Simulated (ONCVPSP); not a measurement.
Building the ONCV potential for lithium (Li) (PBE, scalar-relativistic).

```json
{
  "Element": "lithium",
  "Generator": "ONCVPSP 4.0.1",
  "Type": "optimised norm-conserving Vanderbilt (ONCV)",
  "Functional": "PBE",
  "Relativity": "scalar-relativistic",
  "Frozen core": "[He]",
  "Valence charge": "1",
  "Reference configuration": "2s1",
  "Partial waves": "2s: rc 3.35 bohr, ncon 5, nbas 9, qcut 2.1 1/bohr, 1 projector; p scattering state at 0.22 Ha: rc 3.35 bohr, ncon 4, nbas 7, qcut 2.6 1/bohr, 2 projectors, debl 3.5 Ha; d scattering state at 0.2 Ha: rc 3.45 bohr, ncon 4, nbas 8, qcut 3.1 1/bohr, 2 projectors, debl 2.3 Ha",
  "Local potential": "polynomial inside 2.40 bohr (lpopt 5, dvloc0 3 Ha)",
  "Core correction": "polynomial model core, fcfact 0.2"
}
```

In the p channel the program set the typed energies aside and used 0.050, 3.550 Ha.

All-electron outer shells of the reference configuration (PBE, scalar-relativistic, ld1.x):

```tsv
shell	level (eV)	outermost node (bohr)	outermost maximum (bohr)
1s	-51.85	–	0.36
2s	-2.87	0.83	3.12
```

Does the generator finish with these settings?

Yes, a potential is produced and its reference levels are reproduced.

Estimate the cutoffs (Ha) at which the residual kinetic energy of the hardest occupied pseudo-wave falls to 1 and 0.1 mHa per electron.

1.5 Ha and 3.8 Ha. The cutoffs count occupied waves only; projector 2 of the p channel, the hardest unoccupied one, needs 17 Ha at the loose tolerance.

Does the potential have ghost states?

No bound ghost flagged; no localised positive-energy state flagged.

Tests: 2s0.5; 2s0 2p1. Which has the largest error in its energy relative to the reference configuration, and how large is it?

2s0 2p1, with -25 meV (all-electron minus pseudo) on +1.79 eV.
